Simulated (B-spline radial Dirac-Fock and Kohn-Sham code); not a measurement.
5p3/2 photoionisation of Pt⁷⁺ near threshold

System: Pt⁷⁺, configuration [Xe] 4f14 5d3. The computed 5p3/2 threshold is 162.8 eV; without correlation, outer thresholds are uncertain by 1 to 2 eV. With an open shell the threshold is an average over the terms of the final ion.

Level of theory: Dirac-Hartree-Slater photoionisation with all multipoles and Dirac-Fock thresholds; a radial B-spline solver. Interchannel coupling and autoionising resonances are not included, so magnitudes near threshold are approximate.

Task: How do σ and β run from threshold to 400 eV kinetic energy?

Result: The cross section shows no minimum in this range. It is largest at the lowest energy, 0.262 Mb. β ranges from -0.50 (at 1.5 eV) to 1.01.

```tsv
kinetic energy (eV)	σ (Mb)	β
1.5	0.262	-0.50
1.9	0.261	-0.50
2.3	0.260	-0.50
2.9	0.258	-0.49
3.7	0.257	-0.49
4.6	0.255	-0.49
5.7	0.252	-0.49
7.2	0.249	-0.49
9.0	0.246	-0.49
11.2	0.241	-0.48
14.0	0.236	-0.48
17.5	0.230	-0.47
21.9	0.224	-0.45
27.4	0.216	-0.43
34.2	0.207	-0.39
42.8	0.196	-0.34
53.5	0.185	-0.27
66.9	0.175	-0.18
83.7	0.162	-0.06
104.7	0.149	0.07
130.9	0.135	0.22
163.6	0.121	0.37
204.6	0.106	0.54
255.8	0.0918	0.70
319.9	0.0773	0.86
400.0	0.0635	1.01
```

Run: 10 s of CPU time on 1 thread of Neoverse-N1 (shared host), peak memory 0.38 GiB.
